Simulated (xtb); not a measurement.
C₂H₆BNO, SMILES C1OB(N)C1. All values are semi-empirical tight-binding results from xtb (GFN2-xTB unless named), good for trends rather than for accurate numbers. Coordinates come from a GFN2-xTB optimisation. The structure was generated by enumeration, and PubChem lists no compound with its InChIKey, so it may never have been made. Other conformers were not sampled.

Optimised geometry:

Bond lengths (Å): N1–B2 1.388, N1–H6 1.003, N1–H7 1.005, B2–C3 1.593, B2–O5 1.388, C3–C4 1.539, C3–H8 1.087, C3–H9 1.087, C4–O5 1.430, C4–H10 1.093, C4–H11 1.093. Angles (°): B2–N1–H6 124.0, B2–N1–H7 122.0, H6–N1–H7 114.0, N1–B2–C3 138.9, N1–B2–O5 127.3, C3–B2–O5 93.8, B2–C3–C4 80.2, B2–C3–H8 119.1, B2–C3–H9 119.1, C4–C3–H8 113.7, C4–C3–H9 113.7, H8–C3–H9 108.6, C3–C4–O5 94.4, C3–C4–H10 115.3, C3–C4–H11 115.3, O5–C4–H10 110.5, O5–C4–H11 110.5, H10–C4–H11 109.7, B2–O5–C4 91.5.
Charge 0, spin multiplicity 1.

Computed properties:
```json
{
  "point_group_as_xtb_finds_it": "Cs",
  "orbital_gap": "6.80 eV",
  "dipole_moment": "1.83 D",
  "zero_point_energy": "55.1 kcal/mol",
  "G − E(el) at 298.15 K (modified RRHO)": "37.6 kcal/mol",
  "static polarisability (D4 model)": "47.6 bohr³",
  "solvation energy, GFN2-xTB/ALPB(water)": "-4.1 kcal/mol",
  "solvation energy, GFN2-xTB/ALPB(chcl3)": "-5.4 kcal/mol"
}
```

Computed IR lines (harmonic; lines under 4 % of the strongest left out, lines within 3 cm⁻¹ merged):
ν (cm⁻¹): 453 (s), 515 (m), 769 (w), 902 (w), 1026 (w), 1038 (w), 1126 (s), 1169 (w), 1272 (w), 1423 (s), 1456 (w), 1528 (vs), 2934 (m), 2953 (m), 3020 (m), 3026 (w) (against the strongest line: vs over 80 %, s over 45 %, m over 15 %, w over 4 %, vw less)

Computed atomic charges and the Wiberg bond orders between heavy atoms:
charges (e) N1 -0.35, B2 0.37, C3 -0.17, C4 0.08, O5 -0.38, H6 0.17, H7 0.17, H8 0.03, H9 0.03, H10 0.02, H11 0.02. Bond orders N1–B2 1.31, B2–C3 0.96, C3–C4 1.00, B2–O5 1.11, C4–O5 0.97.
